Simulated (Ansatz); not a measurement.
Be2Cl5⁻, relaxed as a singlet with RKS PBE-D4/def2-SVPD in Ansatz, starting from the GFN1-xTB geometry. Force threshold 0.02 eV/Å.

The structure comes from a short search, and lower isomers may exist.

Start:

```xyz
7

Be   -0.2636    1.7442   -0.7100
Be    0.2152   -1.7291    0.7656
Cl   -0.3599    0.1123    0.3827
Cl   -1.4410    3.1784   -0.1837
Cl    0.9515    1.8439   -2.1919
Cl   -0.4681   -2.4960    2.3989
Cl    1.3658   -2.6536   -0.4615
```

| step | energy (eV) | largest force component (eV/Å) | SCF passes |
| --- | --- | --- | --- |
| 1 | -63382.0203 | 1.033 | 14 |
| 2 | -63382.1356 | 0.616 | 17 |
| 3 | -63382.2354 | 0.206 | 23 |
| 4 | -63382.2590 | 0.131 | 17 |
| 5 | -63382.2689 | 0.124 | 17 |
| 6 (rejected) | -63382.2392 | 0.422 | 18 |
| 7 | -63382.2754 | 0.035 | 17 |
| 8 | -63382.2787 | 0.012 | 16 |
| 9 | -63382.2806 | 0.042 | 18 |
| 10 | -63382.2857 | 0.166 | 16 |
| 11 | -63382.2894 | 0.209 | 16 |
| 13 | -63382.3064 | 0.202 | 17 |
| 15 | -63382.3228 | 0.207 | 24 |
| 17 (rejected) | -63382.3347 | 0.235 | 17 |
| 19 | -63382.3475 | 0.035 | 16 |
| 21 (rejected) | -63382.3506 | 0.229 | 17 |
| 23 | -63382.3599 | 0.043 | 17 |
| 25 | -63382.3991 | 0.133 | 18 |
| 27 | -63382.4780 | 0.245 | 23 |
| 29 | -63382.5203 | 0.024 | 17 |
| 31 | -63382.5239 | 0.029 | 18 |
| 33 | -63382.5244 | 0.016 | 18 |

Force components are those of the run's own axes.

End:

```xyz
7

Be   -0.011    1.073   -0.709
Be    0.013   -1.266    0.836
Cl   -0.265    0.579    1.495
Cl   -1.734    1.642   -1.433
Cl    1.702    1.977   -0.960
Cl    0.031   -2.855    1.893
Cl    0.263   -1.150   -1.122
```

Bonds formed: Be1–Cl7 (atoms count from 1). The end is the same structure that another start reached, the lowest one found.

The force fell under the threshold at step 8, but the optimiser went on and released 0.246 eV more. No frequencies were taken in this run, so the end may be a saddle point.

It took 46 s on 4 threads of Arm Neoverse V2 on a shared host.
